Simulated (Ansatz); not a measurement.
`[F][Ti]([SH])([SH])[SH]`. The species carries charge 0 and has multiplicity 1. All single points use the PBE0-D4/def2-TZVP geometry. It is one conformer, not always the lowest.

```xyz
8

F     0.527    0.190    2.417
Ti    0.157    0.057    0.723
S    -2.080    0.342    0.392
S     0.767   -2.002   -0.042
S     1.292    1.652   -0.446
H    -2.091   -0.604   -0.567
H     1.185   -1.479   -1.211
H     0.242    1.844   -1.266
```

Question: What is the dipole moment at ωB97M-V/def2-TZVPP? (Best estimate.)

Answer: The calculation gave: 2.02 D, with components (-0.43, -0.16, -1.97) D in this frame, pointing from negative to positive charge.

Question: And with PBE, r2SCAN, B3LYP? (Estimate.)

Answer: Computed: PBE 2.00 D, r2SCAN 2.09 D, B3LYP 2.12 D.

Question: Give the Mulliken charges with ωB97M-V, B3LYP, PBE in def2-TZVPP. (Estimate.)

Answer: Ansatz gave: 
```tsv
atom	ωB97M-V	B3LYP	PBE
F1	-0.34	-0.36	-0.31
Ti2	0.50	0.68	0.58
S3	-0.20	-0.24	-0.23
S4	-0.20	-0.24	-0.23
S5	-0.20	-0.24	-0.23
H6	0.14	0.13	0.14
H7	0.14	0.13	0.14
H8	0.14	0.13	0.14
```

B3LYP here is the variant with VWN-RPA as its local correlation; programs differ in this.
